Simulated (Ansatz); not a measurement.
Computed with Ansatz on PBE0-D4/def2-TZVP structures; ΔE is electronic, products minus reactants. CBS: MP2 limit from def2 TZ/QZ plus the TZ coupled-cluster correction, frozen cores. This one scheme is used for every species. Functionals use def2-TZVPP. B3LYP here is the variant with VWN-RPA as its local correlation; programs differ in this.

`ClC1=CO[SiH2]1` + H₂ → `C1=C[SiH2]O1` + HCl  (hydrogenolysis of a C–Cl bond)

| level | ΔE (kcal/mol) | difference from CCSD(T)/CBS |
| --- | --- | --- |
| LDA (SPW92) | -19.2 | 2.8 |
| PBE-D4 | -18.6 | 3.4 |
| r2SCAN-D4 | -20.4 | 1.6 |
| PBE0-D4 | -20.7 | 1.3 |
| CAM-B3LYP-D4 | -22.0 | 0.0 |
| B2PLYP | -22.0 | 0.0 |
| revPBE | -19.9 | 2.1 |
| BLYP | -20.8 | 1.2 |
| B3LYP | -22.3 | -0.3 |
| r2SCANh | -21.3 | 0.7 |
| CAM-B3LYP | -23.0 | -1.0 |
| RPA@PBE/def2-TZVPP | -21.9 | 0.1 |
| MP2/def2-SVP | -22.4 | -0.4 |
| CCSD/def2-SVP | -24.5 | -2.5 |
| SCS-MP2/def2-TZVPP | -21.7 | 0.3 |
| HF/CBS(def2) | -27.1 | -5.1 |
| CCSD(T)/CBS | -22.0 | 0 |

Largest T1 diagnostic among the species: 0.014.

Leaving LDA and LC-ωPBE aside and taking each functional with its dispersion term where it has one, the values, not all of them listed here, spread over 5.1 kcal/mol, from BHLYP-D4 to revPBE-D4. From BLYP to BHLYP (50 % exact exchange), in def2-TZVPP and without D4, ΔE moves by −3.4 kcal/mol.
